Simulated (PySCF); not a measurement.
A PySCF script (with the pyscf-properties extension) for the NMR shieldings of `InChI=1S/C6H12BNSi/c1-6(7(2)9)4-3-5-8/h4H,3H2,1-2,9H3/b6-4-`, on a GFN2-xTB geometry:

```python
import basis_set_exchange as bse
import numpy as np
from pyscf import gto, dft
from pyscf.prop import nmr

atoms = """
C    -1.580338   -0.537698    1.539931
B    -0.880840    0.019685    0.243484
Si   -1.656837    1.561094   -0.710834
C     0.349678   -0.757098   -0.314664
C     0.104361   -2.191608   -0.712162
C     1.574868   -0.244325   -0.441780
C     1.934927    1.152938   -0.008001
C     2.269125    1.137913    1.394407
N     2.529109    1.085165    2.506800
H    -2.111136    0.219845    2.113258
H    -0.905035   -1.060716    2.215327
H    -2.333736   -1.265732    1.229347
H    -3.061415    1.334454   -1.084474
H    -1.652442    2.798622    0.087644
H    -0.975974    1.915925   -1.968209
H     0.982604   -2.625749   -1.185377
H    -0.145252   -2.782376    0.168226
H    -0.734756   -2.256689   -1.403742
H     2.401673   -0.846060   -0.799034
H     2.795873    1.528112   -0.568168
H     1.086623    1.831241   -0.147745
"""
names = dict.fromkeys(["C", "B", "Si", "N", "H"], "pcSseg-1")
basis = {el: gto.basis.parse(bse.get_basis(n, elements=[el], fmt="nwchem")) for el, n in names.items()}
mol = gto.M(atom=atoms, basis=basis, charge=0, verbose=0)
mf = dft.RKS(mol, xc="PBE0")
mf.grids.level = 2
mf.grids.alignment = dft.numint.BLKSIZE   # the property module wants whole blocks of grid points
mf.conv_tol = 1e-9
mf.kernel()

calc = nmr.RKS(mf)   # GIAO
C = mf.mo_coeff
Co = C[:, mf.mo_occ > 0]
resp = mf.gen_response(singlet=True, hermi=2)
def vind(x):   # induced exchange potential for any number of trial vectors
    d = np.einsum("pi,xij,qj->xpq", C, 2 * x.reshape(-1, C.shape[1], Co.shape[1]), Co, optimize=True)
    return np.einsum("xpq,pi,qj->xij", resp(d - d.transpose(0, 2, 1)), C, Co, optimize=True).ravel()
mo1, _ = nmr.rhf.solve_mo1(calc, with_cphf=vind)
sigma = calc.kernel(mo1)
for i, s in enumerate(sigma):   # ppm
    w = np.linalg.eigvalsh((s + s.T) / 2)
    print("%2d %-2s iso %8.1f  s11 %8.1f  s22 %8.1f  s33 %8.1f" % (i, mol.atom_pure_symbol(i), w.mean(), *w))
```

Q: What are the results?

A: 
```
 0 C  iso    164.8  s11    132.1  s22    173.2  s33    189.1
 1 B  iso     -6.7  s11    -91.6  s22    -57.7  s33    129.3
 2 Si iso    463.7  s11    417.5  s22    477.4  s33    496.3
 3 C  iso     17.2  s11    -95.9  s22      4.8  s33    142.8
 4 C  iso    164.0  s11    144.8  s22    163.0  s33    184.2
 5 C  iso     60.1  s11    -35.5  s22     75.2  s33    140.4
 6 C  iso    165.6  s11    154.0  s22    167.1  s33    175.6
 7 C  iso     64.2  s11    -53.9  s22    -46.3  s33    292.8
 8 N  iso    -28.8  s11   -201.9  s22   -177.6  s33    293.2
 9 H  iso     29.7  s11     26.4  s22     28.9  s33     33.7
10 H  iso     29.8  s11     26.7  s22     29.2  s33     33.5
11 H  iso     30.8  s11     26.4  s22     29.6  s33     36.4
12 H  iso     28.0  s11     24.8  s22     26.2  s33     32.8
13 H  iso     27.7  s11     25.4  s22     25.7  s33     32.0
14 H  iso     28.3  s11     25.0  s22     27.3  s33     32.6
15 H  iso     29.9  s11     26.2  s22     28.8  s33     34.6
16 H  iso     29.6  s11     25.4  s22     28.7  s33     34.5
17 H  iso     29.9  s11     26.1  s22     28.4  s33     35.2
18 H  iso     25.9  s11     23.7  s22     25.5  s33     28.5
19 H  iso     28.9  s11     24.8  s22     26.9  s33     34.9
20 H  iso     29.0  s11     25.2  s22     27.3  s33     34.6
```

These numbers come from an equivalent density-fitted implementation of the same equations, which agrees with the script to about 0.01 ppm for H and up to a few tenths of a ppm for heavy atoms, so last digits may differ.

Size and cost of the density-fitted run: 220 basis functions, 63 s wall time on 1 thread of an Arm Neoverse V1, shared host; peak memory 1.1 GiB.
